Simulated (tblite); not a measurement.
Compound: C6H6FN3.
SMILES with atom numbers: `[CH3:1][CH2:2][n:3]1[n:4][c:5]([F:6])[cH:7][c:8]1[C:9]#[N:10]` (hydrogens: H11, H12, H13 on C1; H14, H15 on C2; H16 on C7)

The geometry is computed with GFN2-xTB (gas phase).

Entries marked ? are missing. Bonds in one row agree within 0.01 Å.

```csv
coordinate,value
C1–C2,?
C2–N3,?
N3–N4,?
N4–C5,1.321 Å
C5–F6,1.325 Å
C5–C7,1.396 Å
C7–C8,1.391 Å
C8–C9,1.401 Å
C9≡N10,?
N3–C8,1.358 Å
"C1–H11, C1–H12, C1–H13",1.087 Å
"C2–H14, C2–H15",1.093 Å
C7–H16,1.069 Å
C1–C2–N3,111.3°
C2–N3–N4,120.9°
C2–N3–C8,127.3°
N4–N3–C8,?
N3–N4–C5,?
N4–C5–F6,121.1°
N4–C5–C7,112.4°
F6–C5–C7,126.5°
C5–C7–C8,?
C7–C8–C9,130.0°
N3–C8–C7,107.2°
N3–C8–C9,122.9°
C8–C9–N10,179.7°
```

**Question.** Estimate the withheld lengths and angles.

**Answer.** 
- C1–C2 = 1.526 Å, drawn single (methyl carbon to sp3 carbon bound to nitrogen); 0.01 Å above the sum of covalent radii, 1.52 Å.
- C2–N3 = 1.440 Å, drawn single (sp3 carbon bound to nitrogen to pyrrole-type nitrogen); 0.03 Å below the sum of covalent radii, 1.47 Å.
- N3–N4 = 1.320 Å, aromatic (pyrrole-type nitrogen to pyridine-type nitrogen); 0.10 Å below the sum of covalent radii, 1.42 Å.
- C9≡N10 = 1.147 Å, drawn triple (nitrile carbon to nitrile nitrogen); 0.25 Å below the sum of covalent radii, 1.40 Å.
- N4–N3–C8 = 111.7°, at the pyrrole-type nitrogen, inside a 5-membered ring; the outer atoms are 2.216 Å apart.
- N3–N4–C5 = 105.8°, at the pyridine-type nitrogen, inside a 5-membered ring; the outer atoms are 2.106 Å apart.
- C5–C7–C8 = 103.0°, at the aromatic CH carbon, inside a 5-membered ring; the outer atoms are 2.181 Å apart.

Radii are Cordero's, carbon taken as 0.76, 0.73 or 0.69 Å for four, three, and two or fewer neighbours.

Its GFN2-xTB frequencies are all real (lowest 46 cm⁻¹). One conformer, not necessarily the lowest (C1–C2–N3–N4 102°).
